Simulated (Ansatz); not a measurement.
`[NH2][GeH2][SiH2]Cl` + `O[SiH2]F` → `F[SiH2]O[SiH2]Cl` + `[NH2][GeH3]`  (cleavage of the Si–Ge bond)

Gas-phase electronic energies from Ansatz, PBE0-D4/def2-TZVP geometries. CCSD(T)/CBS is the MP2 limit (def2-TZVPP, def2-QZVPP) plus CCSD(T) − MP2 in def2-TZVPP, frozen cores. DFT in def2-TZVPP. B3LYP here is the variant with VWN-RPA as its local correlation; programs differ in this. For Ge outer-core shells are correlated without core-valence functions, which leaves a few kJ/mol of doubt a bond. Scalar relativity is left out up to krypton. One conformer a species, not always the lowest.

**Question.** Is it downhill or uphill in electronic energy at CCSD(T)/CBS, and by how much? (Estimate.)

**Answer.** The calculation gave: Downhill: ΔE = -109.2 kJ/mol.

**Question.** What do these levels give: r2SCAN-D4, PBE0-D4, B3LYP-D4, ωB97X-V, ωB97M-V, PBE, r2SCAN, B3LYP, MP2/def2-TZVPP, CCSD(T)/def2-TZVPP, MP2/def2-QZVPP, HF/CBS(def2)? (Best estimate.)

**Answer.** Computed: r2SCAN-D4 -105.5, PBE0-D4 -94.8, B3LYP-D4 -108.9, ωB97X-V -108.8, ωB97M-V -110.5, PBE -86.1, r2SCAN -105.4, B3LYP -108.7, MP2/def2-TZVPP -113.9, CCSD(T)/def2-TZVPP -110.2, MP2/def2-QZVPP -114.3, HF/CBS(def2) -139.1 kJ/mol.

Largest T1 diagnostic among the species: 0.011.

In def2-TZVPP, CCSD(T) changes the Hartree–Fock value by +25.3 kJ/mol (the triples alone add +3.2 kJ/mol) and MP2 by +21.6 kJ/mol. From PBE to PBE0 (25 % exact exchange), in def2-TZVPP and without D4, ΔE moves by −8.6 kJ/mol.
